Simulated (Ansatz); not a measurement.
Reaction (redistribution): `CN[SiH2]O` + `BC[SiH](O)F` → `CN[SiH](O)O` + `BC[SiH2]F`

Computed with Ansatz on PBE0-D4/def2-TZVP structures; ΔE is electronic, products minus reactants. CBS: MP2 limit from def2 TZ/QZ plus the TZ coupled-cluster correction, frozen cores. Functionals use def2-TZVPP. Each species was taken in one conformer, which may not be the lowest.

Q: Is it downhill or uphill in electronic energy at CCSD(T)/CBS, and by how much? (Best estimate.)

A: Computed: Downhill: ΔE = -0.8 kcal/mol.

Q: What do these levels give: PBE-D4, ωB97X-V, PBE, r2SCAN, PBE0, HF/def2-TZVPP, MP2/def2-TZVPP, CCSD/def2-TZVPP, CCSD(T)/def2-TZVPP, HF/def2-QZVPP, MP2/def2-QZVPP, HF/CBS(def2)? (Best estimate.)

A: Ansatz gave: PBE-D4 0.1, ωB97X-V -0.5, PBE 0.2, r2SCAN -0.5, PBE0 -0.4, HF/def2-TZVPP -1.6, MP2/def2-TZVPP -0.5, CCSD/def2-TZVPP -0.8, CCSD(T)/def2-TZVPP -0.6, HF/def2-QZVPP -1.7, MP2/def2-QZVPP -0.6, HF/CBS(def2) -1.7 kcal/mol.

Largest T1 diagnostic among the species: 0.012.

In def2-TZVPP, CCSD(T) changes the Hartree–Fock value by +1.0 kcal/mol (the triples alone add +0.2 kcal/mol) and MP2 by +1.1 kcal/mol.
